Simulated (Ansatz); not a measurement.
Reaction (ligand exchange at a Ge–O bond): `[NH2][GeH2][O]BF` + `FCS` → `[NH2][GeH2][S]CF` + `OBF`

Calculated with Ansatz (gas phase, PBE0-D4/def2-TZVP geometries, no zero-point term in ΔE). CCSD(T)/CBS is the MP2 limit (def2-TZVPP, def2-QZVPP) plus CCSD(T) − MP2 in def2-TZVPP, frozen cores. This one scheme is used for every species. Functionals use def2-TZVPP. B3LYP here is the variant with VWN-RPA as its local correlation; programs differ in this. For Ge outer-core shells are correlated without core-valence functions, which leaves a few kJ/mol of doubt a bond. Scalar relativity is left out up to krypton. Each species was taken in one conformer, which may not be the lowest.

| species | B3LYP-D4 energy (Eh) |
| --- | --- |
| `[NH2][GeH2][O]BF` | -2335.00423 |
| `FCS` | -538.03383 |
| `[NH2][GeH2][S]CF` | -2671.71403 |
| `OBF` | -201.32885 |

Task: Work out ΔE.

Result: ΔE = (-2671.71403) + (-201.32885) − (-2335.00423) − (-538.03383) = -0.00482 Eh = -0.13 eV. CCSD(T)/CBS gives -0.12 eV.

Largest T1 diagnostic among the species: 0.013.

The D4 term adds −0.06 eV with B3LYP and −0.03 eV with PBE0; it sums over pairs of atoms, weighted by their polarisabilities, and B3LYP, whose exchange is more repulsive, gets the larger term. In def2-TZVPP, CCSD(T) changes the Hartree–Fock value by −0.15 eV (the triples alone add −0.03 eV) and MP2 by −0.18 eV.
